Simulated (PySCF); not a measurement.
## Orbital picture of AsBr

LDA at R = 2.304 Å; As def2-TZVPPD, Br def2-TZVPPD; no relativity (PySCF 2.14). State: ³Σ⁻ (triplet), unpaired electrons π ↑↑. Only the outer orbitals are listed, counted within each symmetry.

```
spin  orbital  occ.  ε (eV)  on As (%)            main shells (%)
   α      13σ     1  -20.20         12            87 Br s, 9 As s
   α      14σ     1  -14.97         81   81 As s, 11 Br s, 8 Br p
   α      15σ     1   -9.26         43   56 Br p, 32 As p, 9 As s
   α       7π     1   -8.39         20           80 Br p, 18 As p
   α       7π     1   -8.39         20           80 Br p, 18 As p
   α       8π     1   -5.56         80           79 As p, 18 Br p
   α       8π     1   -5.56         80           79 As p, 18 Br p
   α      16σ     0   -2.73         63           52 As p, 26 Br p
   α      17σ     0    0.01         75           69 As s, 23 Br s
   β      13σ     1  -19.98          9                    89 Br s
   β      14σ     1  -13.97         78   78 As s, 13 Br p, 9 Br s
   β      15σ     1   -8.83         44  55 Br p, 28 As p, 14 As s
   β       7π     1   -8.06         11           88 Br p, 10 As p
   β       7π     1   -8.06         11           88 Br p, 10 As p
   β       8π     0   -4.32         86           85 As p, 10 Br p
   β       8π     0   -4.32         86           85 As p, 10 Br p
   β      16σ     0   -2.23         63   50 As p, 22 Br p, 9 Br s
```

Question: Which are the highest filled and the lowest empty level, where do they sit, and how wide is the gap?

Answer: Highest filled α 8π at -5.56 eV (in %: 79 As p, 18 Br p); lowest empty β 8π at -4.32 eV (in %: 85 As p, 10 Br p); the gap at LDA is 1.24 eV. Both belong to one degenerate shell, split only by its one-sided filling, so this is no excitation gap.

The bond order (Mayer) is 1.37. The ⟨S²⟩ is 2.002, the charge on As (Mulliken, basis-dependent) is 0.13 and the charge on As (Löwdin, basis-dependent) is 0.16. The dipole moment (positive dipole means As(−)Br(+)) is -0.75 D. The polarisability along the bond is 76.2 bohr³ and the polarisability across the bond is 44.8 bohr³.

Spin–orbit coupling is left out. The state was picked by a PBE0 search and need not be the measured ground state.
